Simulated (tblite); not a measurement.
C7H7OPSi.
SMILES with atom numbers: `[SiH3:1][c:2]1[o:3][c:4]2[cH:5][cH:6][cH:7][cH:8][c:9]2[p:10]1` (hydrogens: H11, H12, H13 on Si1; H14 on C5; H15 on C6; H16 on C7; H17 on C8)

Computed with GFN2-xTB (tblite), gas phase: L-BFGS steps from a force-field or distance-geometry start until the largest atomic force falls under 0.01 eV/Å.

Step 9: E = -730.6705 eV
```
atom  x, y, z in Å  |  force x, y, z in eV/Å
Si1     3.6615   -0.3397   -0.1669    0.063  -0.009  -0.013
C2      1.7909   -0.2588    0.0429   -0.051   0.127   0.024
O3      1.0874    0.8712    0.3154   -0.120  -0.261  -0.028
C4     -0.2389    0.6101    0.4025    0.080  -0.171  -0.010
C5     -1.2339    1.5441    0.6824    0.052  -0.184  -0.051
C6     -2.5370    1.0931    0.7375   -0.013   0.033   0.006
C7     -2.8796   -0.2458    0.5292    0.049   0.029  -0.014
C8     -1.9050   -1.1747    0.2537    0.092   0.052  -0.004
C9     -0.5779   -0.7435    0.1907    0.011  -0.038  -0.023
P10     0.8871   -1.7013   -0.1352   -0.143  -0.093   0.019
H11     4.3189    0.9096    0.2109   -0.078  -0.006  -0.022
H12     4.0815   -1.4605    0.6883    0.052   0.126  -0.058
H13     3.8913   -0.6988   -1.5755    0.066   0.099   0.103
H14    -0.9848    2.5811    0.8476    0.008  -0.038  -0.010
H15    -3.3223    1.7981    0.9484   -0.088   0.106   0.036
H16    -3.9154   -0.5505    0.5823    0.036   0.064   0.013
H17    -2.1306   -2.2215    0.0854   -0.016   0.165   0.033
```

Step 10: E = -730.6779 eV
```
atom  x, y, z in Å  |  force x, y, z in eV/Å
Si1     3.6617   -0.3356   -0.1641    0.060  -0.001  -0.018
C2      1.7905   -0.2652    0.0442   -0.037   0.037   0.005
O3      1.0872    0.8628    0.3158   -0.145  -0.256  -0.042
C4     -0.2387    0.6012    0.3986    0.032  -0.144   0.037
C5     -1.2291    1.5410    0.6820    0.029  -0.185  -0.068
C6     -2.5341    1.0929    0.7374   -0.006   0.036   0.003
C7     -2.8846   -0.2456    0.5294    0.097   0.086  -0.004
C8     -1.9112   -1.1784    0.2543    0.041   0.076  -0.008
C9     -0.5799   -0.7540    0.1886   -0.050   0.040  -0.006
P10     0.8874   -1.7106   -0.1356   -0.144  -0.036   0.031
H11     4.3130    0.9169    0.2054   -0.069   0.033   0.011
H12     4.0940   -1.4525    0.6860    0.050   0.097  -0.028
H13     3.9069   -0.6840   -1.5697    0.049   0.073   0.048
H14    -0.9764    2.5808    0.8459   -0.010  -0.153  -0.024
H15    -3.3180    1.8001    0.9488   -0.073   0.104   0.035
H16    -3.9276   -0.5345    0.5860    0.153   0.025  -0.006
H17    -2.1483   -2.2231    0.0866    0.022   0.168   0.034
```

Q: Estimate the geometry and energy of step 11. (The exact step hangs on the optimiser's Hessian estimate; all steps are aligned on step 10, rigid shifts and turns removed.)

A: E = -730.6857 eV, largest force 0.253 eV/Å
```
atom  x, y, z in Å  |  force x, y, z in eV/Å
Si1     3.6624   -0.3311   -0.1614    0.022   0.022  -0.015
C2      1.7897   -0.2729    0.0453   -0.014  -0.110  -0.024
O3      1.0850    0.8504    0.3157   -0.104  -0.157  -0.041
C4     -0.2387    0.5893    0.3952   -0.033  -0.080   0.074
C5     -1.2237    1.5349    0.6805   -0.018  -0.121  -0.061
C6     -2.5314    1.0936    0.7375   -0.005   0.078   0.007
C7     -2.8879   -0.2435    0.5296    0.073   0.118   0.011
C8     -1.9174   -1.1803    0.2548   -0.007   0.082  -0.013
C9     -0.5823   -0.7652    0.1861   -0.109   0.069   0.011
P10     0.8856   -1.7212   -0.1355   -0.104  -0.003   0.030
H11     4.3053    0.9250    0.1998   -0.057   0.083   0.047
H12     4.1081   -1.4421    0.6830    0.055   0.049   0.016
H13     3.9242   -0.6670   -1.5627    0.035   0.040  -0.030
H14    -0.9679    2.5770    0.8436   -0.012  -0.248  -0.037
H15    -3.3146    1.8042    0.9497   -0.017   0.072   0.023
H16    -3.9374   -0.5174    0.5898    0.251  -0.020  -0.025
H17    -2.1662   -2.2216    0.0885    0.044   0.126   0.026
```

The energy changes by -0.0078 eV. The first-order estimate −F·Δx gives -0.0106 eV and the mean of the old and new forces, exact on a quadratic surface, -0.0078 eV. The step makes an angle of 70° with the force vector and moves no atom by more than 0.025 Å.

The cost below is that of the whole relaxation. The run took 0.29 s of wall time on an Arm Neoverse V2 with one thread, shared host with 96 logical CPUs at a one-minute load of 34.
